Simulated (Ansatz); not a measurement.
`[F][GeH2][SiH2]S` + HI → `[F][GeH2][I]` + `[SiH3]S`  (cleavage of the Ge–Si bond)

Gas-phase electronic energies from Ansatz, PBE0-D4/def2-TZVP geometries. CCSD(T)/CBS adds triple-zeta CCSD(T) − MP2 to the extrapolated MP2 energy (def2 sets, frozen cores). Functionals use def2-TZVPP. Elements past krypton have def2 core potentials. For Ge, I outer-core shells are correlated without core-valence functions, which leaves a few kJ/mol of doubt a bond. Scalar relativity is left out up to krypton. One conformer a species, not always the lowest.

```json
{"species": "`[F][GeH2][SiH2]S`", "B2PLYP energy (Eh)": "-2866.99323"}
{"species": "HI", "B2PLYP energy (Eh)": "-298.13822"}
{"species": "`[F][GeH2][I]`", "B2PLYP energy (Eh)": "-2475.28540"}
{"species": "`[SiH3]S`", "B2PLYP energy (Eh)": "-689.87543"}
```

Task: Work out ΔE.

Result: ΔE = (-2475.28540) + (-689.87543) − (-2866.99323) − (-298.13822) = -0.02938 Eh = -18.4 kcal/mol. CCSD(T)/CBS gives -17.7 kcal/mol.

Largest T1 diagnostic among the species: 0.012.

From PBE to PBE0 (25 % exact exchange), in def2-TZVPP and without D4, ΔE moves by −1.2 kcal/mol. In def2-TZVPP, CCSD(T) changes the Hartree–Fock value by +5.0 kcal/mol (the triples alone add +0.3 kcal/mol) and MP2 by +2.6 kcal/mol.
